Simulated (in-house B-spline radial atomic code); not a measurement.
Ionising the arsenic ion As⁵⁺ with different functionals

Computed with a radial B-spline atomic code at the basis-set limit: four-component Dirac-Coulomb Hamiltonian, Fermi nucleus of rms radius 4.0968 fm, spin-restricted, spherical fractional occupations for the functionals, and exact exchange of hybrids averaged over the configuration. The ionisation energy is the difference of two self-consistent energies, [Ar] 3d10 → [Ar] 3d9, without Breit or QED terms; ε is the level of the shell that loses the electron (mean over j). The electron is taken from both j subshells in proportion to 2j + 1, so the result is a j average, not the step between ground levels.

| method | rung | ΔSCF (eV) | -ε(3d) (eV) |
| --- | --- | --- | --- |
| BHandHLYP | global hybrid | 121.07 | 115.83 |
| PBE0 | global hybrid | 121.39 | 111.55 |
| B3LYP | global hybrid | 121.56 | 110.82 |
| LC-wPBE | range-separated hybrid | 121.58 | 112.98 |

Problem. Among the functionals, which spreads more, the ΔSCF values or the orbital energies?

Solution. The orbital energies: ΔSCF values span about 0.51 eV and the orbital energies 5.01 eV; here energy differences depend much less on the functional than eigenvalues do.

Problem. How do they compare with the NIST value?

Solution. NIST lists 121.19 eV ± 0.06 (measured, ground level to ground level). Errors run from -0.12 to +0.39 eV; BHandHLYP is closest (-0.12 eV), but part of that can be cancellation, since the calculations leave out Breit-QED terms, spin polarisation, the choice among j levels, multiplet and fine-structure energies.
